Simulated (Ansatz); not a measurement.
```yaml
atoms:
  - { symbol: P, position_ang: [0.0000, 0.0000, 0.1198] }
  - { symbol: H, position_ang: [1.1008, 0.0000, -0.5988] }
  - { symbol: H, position_ang: [-0.5504, 0.9533, -0.5988] }
  - { symbol: H, position_ang: [-0.5504, -0.9533, -0.5988] }
```

Basis set: cc-pVTZ (spherical functions). Left uncorrelated: 5 orbitals. Charge 0, multiplicity 1.

Computed with Ansatz (development build ahead of 0.2.0); each method stands on the lowest determinant of its kind that the runs found. Restricted open shells among the atoms or ions are ROHF, correlated in semicanonical orbitals with singles.

The atomization energy at this shape (free ground-state atoms in the same class of orbitals less the molecule, no zero-point energy) of singlet PH3:

```json
{"method": "RHF-MP2", "atomization energy": "216.48 kcal/mol"}
```

Question: What does RHF give?

Answer: 162.10 kcal/mol. Caution: the shape is not the minimum.
